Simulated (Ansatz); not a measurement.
SbH₂Br. Charge 0, multiplicity 3. Geometry r2SCAN-D4/def2-TZVP, that of the neutral singlet; atoms count from 1.

```xyz
4

Sb   -0.321    0.578   -0.501
H    -1.411   -0.352    0.439
H     0.450    1.110    0.934
Br    1.281   -1.336   -0.872
```

In the def2 sets Sb takes a core potential; there is no spin–orbit coupling. At PBE0-D4/def2-TZVP a singlet of charge 0 lies 3.63 eV below the triplet at the same geometry.

**Question.** Estimate the Mulliken populations from the PBE0/def2-TZVP orbitals of Ansatz.

**Answer.** 
| atom | charge (e) | spin (α − β) |
| --- | --- | --- |
| Sb1 | 0.08 | 1.29 |
| H2 | 0.06 | 0.06 |
| H3 | 0.06 | 0.06 |
| Br4 | -0.20 | 0.60 |
Mulliken values and Mayer orders depend strongly on the basis.

**Question.** Where does the spin sit?

**Answer.** Summed by element: Sb 1.29, H 0.11, Br 0.60, of 2 unpaired in all. Largest on single atoms: Sb1 1.29, Br4 0.60, H2 0.06.

**Question.** And the Mayer bond orders between bonded heavy atoms (over 0.3)?

**Answer.** Sb1–Br4 0.94 (2.52 Å).
